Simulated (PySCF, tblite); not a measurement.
**Question.** What does the GFN2-xTB structure of `C=C[P@@H+]1C[C@@H](C)[C@H]1C` look like in three dimensions? (Charge +1.)

**Answer.** 
Z-matrix in Å and degrees, rows numbered from 1:
```
C 
C   1  1.3273
P   2  1.7890  1  122.73
C   3  1.8233  2  120.50  1  -136.87
C   4  1.5558  3   89.92  2  -137.33
C   5  1.5177  4  111.11  3   -98.65
C   5  1.5632  4   96.42  3    19.83
C   7  1.5151  3  119.25  2   -99.46
H   1  1.0781  2  121.28  3  -179.62
H   1  1.0791  2  122.42  3     0.45
H   2  1.0839  1  122.55  3   179.21
H   3  1.3805  2  108.24  1    -5.15
H   4  1.0886  3  117.27  2   103.40
H   4  1.0919  3  110.65  2   -22.65
H   5  1.0904  4  113.34  3   137.74
H   6  1.0872  5  109.85  4   -67.06
H   6  1.0862  5  110.85  4   173.94
H   6  1.0896  5  111.09  4    52.76
H   7  1.0969  3  107.13  2    26.03
H   8  1.0877  7  109.59  3  -171.82
H   8  1.0882  7  110.32  3    69.37
H   8  1.0868  7  111.82  3   -51.61
```

C2 (alkene CH carbon) is planar (angles 122.7°, 122.6° and 114.7°, sum 360.0°, 0.01 Å off the plane of its three neighbours). Of the pairs four or more bonds apart, C6···H22 is among the closest relative to their van der Waals radii: 2.75 Å, 95 % of the sum of Bondi's values. P3 (phosphonium phosphorus) has angles from 78.7° to 121.8°. The C–C distances run from 1.327 Å (C1=C2, drawn double) to 1.563 Å (C5–C7, drawn single), a spread of 0.236 Å.

The geometry is computed with GFN2-xTB (gas phase).

Point group: C1 (no symmetry element, even within 0.4 Å). Its GFN2-xTB frequencies are all real (lowest 63 cm⁻¹). Torsions: C1–C2–P3–C4 -137°, C2–P3–C4–C5 -137°, P3–C4–C5–C6 -99°, C4–C5–C7–C8 -143°, C2–P3–C7–C5 136°.

One conformer stands for the species.
